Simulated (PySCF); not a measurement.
A structure optimised at r2SCAN-D4/def2-SVP, used in a PySCF frequency run:

```xyz
11

C     -2.8526     0.5095    -1.0689
C     -1.7375    -0.0689    -0.6081
O     -0.8098     0.6015     0.1223
Ge     0.7578    -0.1547     0.5672
O      1.7624    -0.3279    -0.8827
H     -3.0568     1.5665    -0.8794
H     -3.5722    -0.0802    -1.6388
H     -1.5282    -1.1340    -0.8001
H      0.5237    -1.5921     1.0312
H      1.3348     0.8373     1.5774
H      1.9691     0.5215    -1.2959
```

### Question
Write its SMILES and formula.

### Answer
C=C[O][GeH2][OH], C2H6GeO2

### Question
What are its rotational constants (standard atomic weights)?

### Answer
8.7433, 1.6676, 1.5021 GHz
